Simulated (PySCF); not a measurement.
**Be (beryllium, neutral) across methods**

[He] 2s1 3s1, high-spin 3S determinant (an excited configuration). All numbers are calculated (PySCF 2.14, no relativity, point nucleus, in aug-cc-pVTZ (5s4p3d2f, 46 functions)).

| method | E (hartree) | mean ε 1s β (eV) | mean ε 2s α (eV) | mean ε 3s α (eV) | Σ⟨r²⟩ (bohr²) | ⟨S²⟩ |
| --- | --- | --- | --- | --- | --- | --- |
| M06-2X | -14.4373 | -123.99 | -12.238 | -2.364 | 69.82 | 2.000 |
| BHandHLYP | -14.4360 | -124.56 | -12.332 | -2.174 | 71.25 | 2.000 |
| B3LYP | -14.4445 | -117.82 | -11.220 | -1.956 | 70.34 | 2.000 |
| r2SCAN | -14.4292 | -115.35 | -10.622 | -1.758 | 71.77 | 2.000 |
| PBE0 | -14.4145 | -118.54 | -11.493 | -2.105 | 71.37 | 2.000 |
| MN15 | -14.4319 | -117.83 | -11.261 | -1.800 | 65.67 | 2.000 |
| LDA | -14.2234 | -111.39 | -10.279 | -1.787 | 69.66 | 2.000 |
| UHF | -14.37695 | -134.90 | -14.240 | -2.713 | 72.66 | 2.000 |
| PBE | -14.4075 | -112.83 | -10.449 | -1.817 | 70.76 | 2.000 |

The outer electron is Rydberg-like, and this basis confines it to a smaller radius and binds it less than a complete one would.
